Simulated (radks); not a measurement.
Results of a calculation; reference values are marked as such.
Question: Neutral antimony, [Kr] 4d10 5s2 5p3. Code: a radial shooting solver on a logarithmic mesh with Libxc functionals. Model: non-relativistic Kohn-Sham, exchange-only B88, spin-polarised, spherical densities, point nucleus. Every spin shell is full or empty, so the densities are truly spherical. Functionals are evaluated on that one density, not self-consistently. Rank these orbital-free kinetic functionals by their error against the exact value of the orbitals, and give that value: Thomas-Fermi, von Weizsacker, TF + vW, TF + vW/9, LC94, revAPBEK, Thakkar, Pearson, LKT, PG1, DePristo-Kress.

Answer: Exact: 6313.48 hartree. From best to worst, with 100 (|E| - |E exact|)/|E exact| (equal figures are ties): LC94 +0.07, DePristo-Kress -0.09, revAPBEK +0.30, Thakkar -0.57, TF + vW/9 -0.67, Pearson -0.91, Thomas-Fermi -5.26, PG1 +14.95, LKT +19.04, TF + vW +36.02, von Weizsacker -58.72.
